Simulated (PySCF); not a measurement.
Telling isomers of C₈H₁₄ apart by NMR

Level of theory: GFN2-xTB structure, PBE0/pcSseg-1 with gauge-including orbitals, in PySCF (no relativistic terms, single conformer, no solvent model, equivalent nuclei averaged).

Referencing at the same level of theory: 1H, 13C vs TMS. Where no couplings were computed, multiplicities follow the n + 1 count of equivalent neighbours, and m marks all less simple cases (inequivalent or close neighbours, rings, F or P nearby). Shifts are as computed. Against solution values, carbons near 30 ppm lie about +3 ppm off and those near 130 ppm about +5 ppm. Of 1211 compounds with measured shifts, 218 miss one by over three times the rms of a fit or turn the order of signals round; such compounds aren't used in these exercises.

(1) Tabulate the signals of `C1CC2CCC1CC2`, `C=CC1CCCCC1` and their relative energies.

(2) What is the quickest way to tell C1CC2CCC1CC2 from C=CC1CCCCC1?

Answers

(1) 
```tsv
SMILES	carbon types	δC	δH	E rel. (kcal/mol)
C1CC2CCC1CC2	2×CH 6×CH2	28.9, 26.7	1.56 (m, 12H), 1.37 (m, 2H)	0.0
C=CC1CCCCC1	2×CH 6×CH2	155.1, 118.2, 49.7, 37.4, 30.2, 30.0	5.96 (m, 1H), 5.33 (m, 1H), 5.13 (m, 1H), 1.82 (m, 2H), 1.73 (m, 1H), 1.72 (m, 1H), 1.72 (m, 2H), 1.27 (m, 2H), 1.13 (m, 1H), 1.03 (m, 2H)	15.9
```

Energies are electronic energies at PBE0/pcSseg-1 on these geometries, without zero-point or thermal terms, each for the one conformer computed, which needn't be the lowest.

(2) Count the carbon signals: 2 against 6. The first has an sp3 CH in a ring at 26.7 ppm, the second an alkene CH at 155.1 ppm. Their most deshielded carbons lie at 28.9 and 155.1 ppm. In the proton spectra the most deshielded non-exchanging signals are 1.56 (m, 12H) and 5.96 (m, 1H).
